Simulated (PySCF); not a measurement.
# MF₄ across the fifth-period p block

Level: PBE0, basis family def2-SVP, scalar-relativistic core potentials from Rb on and no relativity for lighter atoms.

Each entry is the lowest minimum that a search over a few typed start shapes (and spin states, where more than one is plausible) found, or that minimum re-optimised at the stated level; isomers with ligand–ligand bonds, or fragments after loss of a ligand pair, can lie lower. Open shells are unrestricted; no spin–orbit coupling; PySCF with density fitting.

Q: Order by mean bond length to the first atom of the formula (for M2X and M3X the non-metal), shortest first (Å).
A. SbF₄
B. SnF₄
C. IF₄
D. TeF₄

A: B (1.902), D (1.916), A (1.928), C (1.953).

Q: Give point groups and multiplicities.

A: SnF₄ Td singlet, SbF₄ C2v doublet, TeF₄ C2v singlet, IF₄ C4v doublet.

The bond length does not run in one direction; the largest change, 0.037 Å, falls between TeF₄ and IF₄ among the members listed.

The shape changes along the series: Td for SnF₄; C2v for SbF₄ and TeF₄; C4v for IF₄.

Left out of the table are members whose search was unfinished or whose lowest solution was spin-contaminated, unstable, very soft or bonded differently.
